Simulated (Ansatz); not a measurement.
A trace of molecular dynamics of C$_{3}$H$_{8}$BClS (14 atoms, charge 0, multiplicity 1).

Level of theory: UKS PBE0-D4/STO-3G in Ansatz 0.2.0.

| Item | Value |
| --- | --- |
| ensemble | NVE (velocity Verlet) |
| starting velocities drawn for | 1500 K |
| masses | H 2.014 u |
| seed | 615058 |

```tsv
time (fs)	T (K)	potential energy less start (eV)	conserved less start (meV/atom)
0.0	1500	0.000	0.00
0.5	1485	0.024	0.00
1.0	1442	0.091	0.02
1.5	1377	0.191	0.03
2.0	1301	0.310	0.05
2.5	1223	0.431	0.07
3.0	1151	0.542	0.07
3.5	1089	0.639	0.07
4.0	1036	0.721	0.06
4.5	987	0.796	0.05
5.0	938	0.872	0.05
5.5	885	0.954	0.05
6.0	827	1.044	0.05
6.5	766	1.140	0.06
7.0	704	1.235	0.06
7.5	648	1.323	0.07
8.0	602	1.395	0.08
8.5	570	1.444	0.09
9.0	555	1.467	0.09
9.5	560	1.460	0.09
10.0	582	1.425	0.08
10.5	619	1.367	0.07
11.0	667	1.293	0.06
11.5	719	1.213	0.05
12.0	769	1.134	0.04
12.5	813	1.066	0.04
13.0	846	1.015	0.03
13.5	867	0.982	0.03
```

**Question.** Is this trajectory sound?

**Answer.** The conserved energy stayed within 0.089 meV per atom of its start (net change 0.034 meV per atom), so the integration is sound. A run of 0.013 ps of so small a system gives no equilibrium averages. Limits of this set-up: minimal basis. The time step was 0.25 fs.

Run time: 4.3 min on 1 thread of Arm Neoverse V2 (shared host), peak memory 0.23 GiB.
